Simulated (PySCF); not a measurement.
Compound: 4-methoxystyrene, C₉H₁₀O.
Atom-mapped SMILES: `[CH2:1]=[CH:2][c:3]1[cH:4][cH:5][c:6]([O:7][CH3:8])[cH:9][cH:10]1` (hydrogens: H11, H12 on C1; H13 on C2; H14 on C4; H15 on C5; H16, H17, H18 on C8; H19 on C9; H20 on C10)

A GFN2-xTB structure was refined with PBE0-D3(BJ)/def2-SVP geometry optimisation, gas phase in PySCF. Its GFN2-xTB values:

```csv
coordinate,GFN2-xTB
C1=C2,1.328 Å
C1–H11,1.076 Å
C1–H12,1.076 Å
C2–C3,1.456 Å
C2–H13,1.084 Å
C3–C4,1.398 Å
C4–C5,1.376 Å
C4–H14,1.081 Å
C5–C6,1.396 Å
C5–H15,1.079 Å
C6–O7,1.362 Å
O7–C8,1.406 Å
C8–H16,1.095 Å
C1–C2–C3,126.9°
C2–C3–C4,119.1°
C3–C4–C5,121.3°
C4–C3–C10,117.6°
C4–C5–C6,120.4°
C5–C6–O7,115.9°
C5–C6–C9,118.9°
O7–C6–C9,125.2°
```

How do these coordinates change at the PBE0-D3(BJ)/def2-SVP level?

| coordinate | PBE0-D3(BJ)/def2-SVP (Å or °) | change |
| --- | --- | --- |
| C1–H11 | 1.094 | +0.018 |
| C1–H12 | 1.092 | +0.016 |
| C6–O7 | 1.347 | -0.015 |
| C5–H15 | 1.092 | +0.013 |
| C4–H14 | 1.094 | +0.013 |
| C2–H13 | 1.096 | +0.012 |
| C1=C2 | 1.339 | +0.011 |
| C4–C5 | 1.386 | +0.010 |
| C2–C3 | 1.466 | +0.010 |
| C8–H16 | 1.105 | +0.010 |
| C3–C4 | 1.406 | +0.008 |
| O7–C8 | 1.399 | -0.007 |
| C5–C6 | 1.401 | +0.005 |
| C1–C2–C3 | 127.7 | +0.8 |
| O7–C6–C9 | 124.4 | -0.8 |
| C5–C6–O7 | 116.4 | +0.5 |
| C3–C4–C5 | 121.8 | +0.5 |
| C4–C3–C10 | 117.2 | -0.4 |
| C4–C5–C6 | 120.1 | -0.3 |
| C2–C3–C4 | 119.4 | +0.3 |
| C5–C6–C9 | 119.2 | +0.3 |

The energy falls by 0.055 eV over 5 energy and gradient evaluations, the largest force component goes from 0.0150 to 3.3e-04 Eh/bohr, and the atoms move by 0.022 Å rms after alignment. The bond that changes most is C1–H11 (terminal =CH2 carbon to vinylic hydrogen), which lengthens by 0.018 Å. Bonds longer at the end by more than 0.005 Å: 17 of 20; shorter: 2. Rotational constants go from 4203, 721.5, 618.2 to 4156, 716.7, 613.7 MHz.

The run used 190 basis functions and 34 SCF cycles in all. Rough CPU time on one thread of a shared machine: about 2.4 min.

No PBE0-D3(BJ)/def2-SVP frequencies stand behind this structure, so it isn't proved a minimum. One conformer, not necessarily the lowest.

Conformer computed: `[CH2:1]=[CH:2][c:3]1[cH:4][cH:5][c:6]([O:7][CH3:8])[cH:9][cH:10]1`: C1–C2–C3–C4 180°, C5–C6–O7–C8 180°.
